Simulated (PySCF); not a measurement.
Ligand exchange on a metal centre used in film growth or etching (Cd Cl-F). All species are isolated molecules in the gas phase.

The charge on the central atom (Mulliken) from two functionals at the same geometries (TPSS-D3(BJ)/def2-SVP), both in PySCF: PBE-D3(BJ)/def2-TZVP and B3LYP-D3(BJ)/def2-TZVP. B3LYP has the VWN-RPA correlation part, as in Gaussian. 

```csv
species,B3LYP-D3(BJ)/def2-TZVP (e)
0 of 2 Cl replaced by F ([Cd(Cl)2]),0.80
1 of 2 Cl replaced by F ([Cd(Cl)(F)]),0.95
2 of 2 Cl replaced by F ([Cd(F)2]),1.09
```

**Question.** What does PBE-D3(BJ)/def2-TZVP give for each?

**Answer.** 
- 0 of 2 Cl replaced by F ([Cd(Cl)2]): 0.74
- 1 of 2 Cl replaced by F ([Cd(Cl)(F)]): 0.86
- 2 of 2 Cl replaced by F ([Cd(F)2]): 0.99
Over these rows, drawn at random from the members with no instability flagged (it was tested for open shells, ions and some series alone), PBE minus B3LYP-D3(BJ): mean -0.08 e, from -0.10 e to -0.06 e.
